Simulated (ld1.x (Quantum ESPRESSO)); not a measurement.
# Configuration tests for selenium (TM)

```
Element                 : Se (Z = 34)
Generator               : ld1.x (Quantum ESPRESSO) 7.5
Type                    : norm-conserving Troullier–Martins (Kleinman–Bylander form)
Functional              : BP86
Relativity              : fully relativistic
Frozen core             : [Ar]
Valence charge          : 16
Reference configuration : 3d10 4s2 4p2 (charge +2)
Partial waves           : 4p (bound): rc 1.80 bohr; 3d (bound): rc 0.70 bohr; 4s (bound): rc 1.35 bohr
Local potential         : the s channel
Core correction         : a·sin(br)/r model core inside 0.75 bohr
```

Open shells are filled in proportion to 2j + 1 (rel_dist='average').

Energies are relative to the spin-unpolarised reference configuration 3d10 4s2 4p2; without spin polarisation the order of configurations can differ from experiment. Not all tests gave a result: 2 of 7 tests not solved or not reliable. Left out of the table: 3d10 4s2 4p4 (solver errors, printed error -3419 eV); 3d10 4s2 4p4.3 (pseudo-atom not self-consistent, printed error -3491 eV).

Task: Give the all-electron excitation energy and the error of the potential for: 3d10 4s2 4p3; 3d10 4s2 4p1; 3d10 4s2 4p3.5; 3d10 4s1 4p4; 3d10 4s2 4p0.

Result:

```json
{"valence configuration": "3d10 4s2 4p3", "charge": "+1", "ΔE all-electron (eV)": "-20.491", "error AE − PS (meV)": "-50"}
{"valence configuration": "3d10 4s2 4p1", "charge": "+3", "ΔE all-electron (eV)": "31.044", "error AE − PS (meV)": "-16"}
{"valence configuration": "3d10 4s2 4p3.5", "charge": "+0.5", "ΔE all-electron (eV)": "-27.090", "error AE − PS (meV)": "-139"}
{"valence configuration": "3d10 4s1 4p4", "charge": "+1", "ΔE all-electron (eV)": "-8.940", "error AE − PS (meV)": "-20"}
{"valence configuration": "3d10 4s2 4p0", "charge": "+4", "ΔE all-electron (eV)": "73.424", "error AE − PS (meV)": "+14"}
```

Note: ghost state, extra bound levels that the all-electron valence spectrum of the same l lacks: p1/2 at -34.5 eV. A true bound ghost makes a file unfit for plane-wave use.
